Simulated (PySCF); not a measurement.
These compounds are isomers of formula C₈H₉P.

A. `C=Pc1ccccc1C`
B. SMILES c1ccc(P2CC2)cc1
C. `InChI=1S/C8H9P/c1-2-8(6-9-5-1)7-3-4-7/h1-2,5-7H,3-4H2`
D. `C=Cc1cccpc1C`

Spectrum 1. 1H NMR (500 MHz, computed): δ 9.15 (m, 1H), 8.98 (m, 1H), 8.10 (m, 1H), 6.83 (m, 1H), 1.85 (m, 1H), 1.13 (m, 2H), 0.72 (m, 2H). 13C{1H} NMR (computed): δ 163.9 (CH), 161.8 (CH), 155.3 (C), 139.1 (CH), 126.1 (CH), 22.3 (CH), 15.1 (CH2).

Spectrum 2. 1H NMR (500 MHz, computed): δ 7.84 (m, 2H), 7.48 (m, 2H), 7.47 (m, 1H), 1.10 (m, 4H). 13C{1H} NMR (computed): δ 153.0 (C), 138.9 (CH), 133.4 (CH), 133.1 (CH), 11.5 (CH2).

Spectrum 3. 1H NMR (500 MHz, computed): δ 9.03 (m, 1H), 8.07 (m, 1H), 7.78 (m, 1H), 7.45 (m, 1H), 5.89 (m, 1H), 5.73 (m, 1H), 2.86 (m, 3H). 13C{1H} NMR (computed): δ 176.3 (C), 165.5 (CH), 148.6 (C), 147.6 (CH), 137.3 (CH), 134.6 (CH), 124.7 (CH2), 26.7 (CH3).

Spectrum 4. 1H NMR (500 MHz, computed): δ 8.28 (m, 1H), 8.23 (m, 1H), 7.78 (m, 1H), 7.61 (m, 1H), 7.51 (m, 1H), 7.45 (m, 1H), 2.71 (s, 3H). 13C{1H} NMR (computed): δ 182.1 (CH2), 154.9 (C), 145.9 (C), 137.0 (CH), 135.9 (CH), 133.8 (CH), 132.0 (CH), 24.0 (CH3).

- shieldings: GIAO PBE0/pcSseg-1
- coordinates at the GFN2-xTB level
- code: PySCF 2.14
- averaged over atoms made equivalent by symmetry, fast rotation or ring inversion, non-relativistic, single conformer, no solvent

Chemical shifts δ = σref − σ; 1H (σref 31.72) and 13C (σref 186.93) against TMS, all at this level. Splittings of carbon signals by F and P are missing where no couplings were computed. Where no couplings were computed, multiplicities follow the n + 1 count of equivalent neighbours, and m marks all less simple cases (inequivalent or close neighbours, rings, F or P nearby). Shifts are as computed. Against solution values, carbons near 30 ppm lie about +3 ppm off and those near 130 ppm about +5 ppm. Of 1211 compounds with measured shifts, 218 miss one by over three times the rms of a fit or turn the order of signals round; such compounds aren't used in these exercises.

Question: Match each spectrum to its structure.

Answer: 1–C, 2–B, 3–D, 4–A.

- Spectrum 1 (C): 7 13C signals; δC 139.1 is an aromatic CH; δC 126.1 is an aromatic CH.
- Spectrum 2 (B): 5 13C signals; δC 138.9 is an aromatic CH; δC 133.4 is an aromatic CH.
- Spectrum 3 (D): 8 13C signals; δC 147.6 is an alkene CH; δC 137.3 is an aromatic CH.
- Spectrum 4 (A): 8 13C signals; δC 137.0 is an aromatic CH; δC 135.9 is an aromatic CH.
